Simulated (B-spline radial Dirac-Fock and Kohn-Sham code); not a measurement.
Elastic and transport cross sections of antimony for positrons

Level of theory: relativistic (Dirac) partial waves in the static field of the Dirac-Fock atom, without polarisation or absorption potentials; a radial atomic solver. Below a few hundred eV the neglected polarisation potential matters, most of all at small angles. σ_tr1 and σ_tr2 weight the cross section with 1 − P₁ and 1 − P₂ of cos θ; "backward" is the share scattered beyond 90°.

```
energy (eV)  σ (a₀²)  σ_tr1 (a₀²)  σ_tr2 (a₀²)  σ/σ_tr1  backward (%)
        123     20.9         4.03         7.02     5.18           5.3
        143     19.8         3.61         6.31     5.49           5.0
       1300     7.85        0.574         1.12     13.7           1.6
       1320     7.79        0.566         1.11     13.8           1.5
       1570     7.18        0.474        0.941     15.2           1.3
       2950     5.24        0.239        0.495     21.9          0.84
       3060     5.14        0.229        0.476     22.4          0.82
       4410     4.22        0.151        0.318     28.0          0.62
       6160     3.49        0.101        0.217     34.7          0.47
       6270     3.45       0.0985        0.213     35.1          0.46
       8390     2.90       0.0682        0.150     42.6          0.36
       8910        ?            ?            ?        ?             ?
      63600    0.756      0.00362      0.00901      209         0.041
      67400    0.727      0.00330      0.00825      220         0.038
      86500    0.615      0.00222      0.00562      277         0.028
```

Question: Fill in the row for 8.91 keV.

Answer: σ = 2.80 a₀², σ_tr1 = 0.0631 a₀², σ_tr2 = 0.139 a₀², σ/σ_tr1 = 44.4, backward 0.34 %. The ratio σ/σ_tr1 is roughly the number of elastic collisions that randomise the direction.

Values without a named source are computed, but for edge energies of neutral atoms, which are taken from tables.
